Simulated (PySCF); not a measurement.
Gas-phase reaction: 3 GaCl2 + CCl4 → 3 GaCl3 + CCl

Method: PySCF energies plus ideal-gas RRHO corrections (1 bar). † marks an energy on the PBE0/def2-TZVP geometry and frequencies; other levels use their own. MP2 freezes the core. Open shells (unrestricted): GaCl2 (multiplicity 2), CCl (multiplicity 2, electronic degeneracy 4); the rest are closed-shell singlets. Spin-orbit splitting is ignored; it lowers the true energy and changes the entropy of CCl. B3LYP is the form with VWN-RPA correlation. Ga: all electrons, no relativistic terms. GaCl2: computed as isolated molecules; such fragments, hydroxides, amides, oligomers or adducts are transient or little studied in the gas. MP2 isn't extrapolated to the basis-set limit; its ΔH°(298 K) is -373.5 kJ in def2-SVP and -351.3 kJ in def2-TZVPP. The harmonic model lacks anharmonicity and excited electronic states, which grow with temperature; levels with a mode under 35 cm⁻¹ are left out. Soft modes under 120 cm⁻¹ make the harmonic entropy rough for GaCl2.

```csv
level,"ΔE electronic, kJ","ΔH°(298 K), kJ","ΔS°(298 K), J/K","ΔG°(2000 K), kJ"
B3LYP/def2-TZVP†,-313,-315,-15,-301
HF/def2-TZVP†,-411,-413,-15,-398
M06-2X/def2-TZVP†,-334,-335,-15,-321
MP2/def2-TZVPP†,-349,-351,-15,-337
PBE0/def2-SVP†,-309,-311,-15,-296
PBE0/def2-TZVP,-304,-306,-15,-292
LDA/def2-TZVP†,-232,-234,-15,-220
```
ΔH° is lowest at HF/def2-TZVP† and highest at LDA/def2-TZVP†. No reference value is set beside these.
